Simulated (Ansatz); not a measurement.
Se₂S⁺. Total charge 1; doublet. Geometry PBE0-D4/def2-TZVP; atoms count from 1.

| atom | x (Å) | y (Å) | z (Å) |
| --- | --- | --- | --- |
| S1 | -0.9092 | 0.1563 | 0.1631 |
| Se2 | 0.7670 | 0.2373 | 1.4117 |
| Se3 | 0.1422 | -0.3936 | -1.5748 |

The charge 1 doublet is spin-contaminated (final ⟨S²⟩ up to 1.31, 0.75 for a pure state). The geometry of the doublet was relaxed on an unsound state (⟨S²⟩ 1.31, where a pure state has 0.75). Another isomer (doublet) lies 0.46 eV lower at PBE0-D4/def2-TZVP; other spin states weren't run for this one.

Problem. Estimate the Mulliken populations from the PBE0/def2-TZVP orbitals of Ansatz.

Solution. 
| atom | charge (e) | spin (α − β) |
| --- | --- | --- |
| S1 | 0.23 | -0.02 |
| Se2 | 0.35 | -0.20 |
| Se3 | 0.41 | 1.22 |
Mulliken values and Mayer orders depend strongly on the basis.

Problem. Where does the spin sit?

Solution. Summed by element: S -0.02, Se 1.02, of 1 unpaired in all. Largest on single atoms: Se3 1.22, Se2 -0.20, S1 -0.02.

Problem. And the Mayer bond orders between bonded heavy atoms (over 0.3)?

Solution. S1–Se2 1.52 (2.09 Å); S1–Se3 1.48 (2.10 Å). Values over 0.3 also appear between atoms too far apart for a bond (Se2–Se3 0.59 at 3.12 Å); they arise where an orbital or an unpaired electron spreads over both atoms.
